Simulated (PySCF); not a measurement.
Species: C₄H₆FNSi.
SMILES: `C/C([SiH3])=C(/F)C#N`

Method: TDDFT wB97X-D/def2-SVPD, vertical, gas phase, core orbitals frozen in the response in PySCF. Isolated species at its GFN2-xTB geometry, gas phase.

Computed singlets with f of 0.002 or more:

| state | ν̃ (cm⁻¹) | f |
| --- | --- | --- |
| S1 | 46950 | 0.400 |
| S3 | 53490 | 0.0042 |
| S6 | 62970 | 0.026 |

Question: Turn these into Einstein A coefficients, radiative lifetimes, transition dipoles and integrated cross-sections.

Answer: For one non-degenerate pair of states in vacuum, A = 0.6670 f ν̃² s⁻¹ with ν̃ in cm⁻¹, τ = 1/A, |μ|² = 3f / (2ΔE) in atomic units, and the integrated cross-section is ∫σ dE = 109.76 f Mb·eV.

| state | A (s⁻¹) | τ | \|μ\| (D) | ∫σ dE (Mb·eV) |
| --- | --- | --- | --- | --- |
| S1 | 5.9×10⁸ | 1.7 ns | 4.26 | 44 |
| S3 | 8.1×10⁶ | 120 ns | 0.41 | 0.46 |
| S6 | 6.9×10⁷ | 14 ns | 0.94 | 2.9 |

Leading configurations: S1 H→L (95%); S3 H-1→L (86%); S6 H-5→L (60%) (H = HOMO, L = LUMO).

Only emission to the ground state at the vertical energy is counted.

Question: What is the integrated cross-section of all computed states together?

Answer: Σf = 0.435 over S1 to S8, so 109.76 × Σf ≈ 47.7 Mb·eV.

Question: By what factor does the largest A in the list exceed the smallest?

Answer: S1 has 73 times the rate of S3.

Question: Suppose S1 emitted 0.3 eV lower with the same transition dipole. How would A change?

Answer: At fixed |μ|, A goes as the cube of the energy: (5.52/5.82)³ = 0.85, which makes τ about 2 ns.

Hardware: an Arm Neoverse N1 with one thread (shared host). Cost: 61 s of wall time, 0.84 GiB resident at most.
